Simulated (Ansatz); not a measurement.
Ansatz (a first-principles code) input (PBE0/def2-TZVP):

Ansatz 0.2 input:
```yaml
crystal:
  periodic: [false, false, false]
  atoms:
    - {symbol: C, position_ang: [-1.64281214, 0.27827194, 0.02193341]}
    - {symbol: C, position_ang: [-1.25803757, -1.14795589, -0.20674132]}
    - {symbol: C, position_ang: [0.26495727, -1.07834323, -0.42092713]}
    - {symbol: C, position_ang: [0.70659956, 0.14050599, 0.39810870]}
    - {symbol: C, position_ang: [-0.44134390, 1.14476656, 0.19080129]}
    - {symbol: N, position_ang: [1.99447967, 0.66878352, -0.04479312]}
    - {symbol: H, position_ang: [-2.66210076, 0.63590376, 0.05160505]}
    - {symbol: H, position_ang: [-1.50072546, -1.77233893, 0.66638670]}
    - {symbol: H, position_ang: [-1.78113393, -1.60636623, -1.05209945]}
    - {symbol: H, position_ang: [0.49143630, -0.88127229, -1.47177482]}
    - {symbol: H, position_ang: [0.78356478, -1.99372552, -0.13041011]}
    - {symbol: H, position_ang: [0.71096698, -0.14820615, 1.46099237]}
    - {symbol: H, position_ang: [-0.53172524, 1.86313293, 1.01261986]}
    - {symbol: H, position_ang: [-0.22849314, 1.73408207, -0.71476832]}
    - {symbol: H, position_ang: [2.25337628, 1.48283679, 0.50165166]}
    - {symbol: H, position_ang: [2.72729696, -0.01900308, 0.09029911]}
basis:
  gaussian:
    orbitals: def2-TZVP
hamiltonian:
  xc: {name: PBE0}
magnetization: {spin_polarized: true, initial_magnetization: 1}
```

Output:

```
Functional definition: PBE0
integrals: 0.18 GiB planned
1495 factors; their error is unknown
0.36 GiB of the device are held for the grids
1.45 GiB of device memory are held for the factors and their scratch space
mean field: 1.75 GiB planned
mean field evaluation 1: about -6818.2426 eV, gradient 5.3e1 eV
mean field evaluation 2: about -6808.3920 eV, gradient 7.0e1 eV
mean field evaluation 4: about -6830.9671 eV, gradient 2.5e0 eV
mean field evaluation 8: about -6831.0005 eV, gradient 6.0e-2 eV
mean field evaluation 16: about -6830.9694 eV, gradient 5.2e-4 eV
mean field -6830.96936925 eV, -251.0334941227 hartree, gradient 6.7e-5 eV, S^2 0.755446; 0 other end points of the search recorded, 0 dependent functions left out
reference -6830.96940360 eV, -251.0334953849 hartree; 24, 23 occupied and 222, 223 virtual orbitals, 1495 factors
Total energy: -6830.96940360 eV, -251.0334953849 hartree
```

It need not be the lowest isomer of its formula.
